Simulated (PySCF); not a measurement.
C₃, SMILES [C]=C=[C] (connectivity only; charge and spin as stated), neutral, multiplicity 1.

Coordinates come from a PBE-D3(BJ)/def2-TZVP optimisation. The isomer is the one that the SMILES or the coordinates give; other isomers of the formula were not compared.

Two levels are set side by side: TDA-PBE/def2-TZVPD (PySCF) and EOM-CCSD/aug-cc-pVDZ (PySCF). Vertical, same geometry; the bases differ. Differences are taken from unrounded values.

```json
[
 {"quantity": "lowest singlet excitation (eV)", "EOM-CCSD": "3.39"},
 {"quantity": "lowest triplet excitation (TDA for PBE) (eV)", "EOM-CCSD": "2.22"}
]
```

Q: What does TDA-PBE give, and how far is it from EOM-CCSD? (An estimate is asked for; the answer gives what the named calculation found.)

A: 
| quantity | TDA-PBE | TDA-PBE minus EOM-CCSD |
|---|---|---|
| lowest singlet excitation (eV) | 2.98 | -0.41 |
| lowest triplet excitation (TDA for PBE) (eV) | 1.76 | -0.45 |

Functionals without exact exchange tend to place singlet excitations lower, as here. Differences between two approximate levels are no errors against the true value.

Rough cost on one machine, each run with all the roots and properties that it gave: EOM-CCSD against TDA-PBE about 3 times.
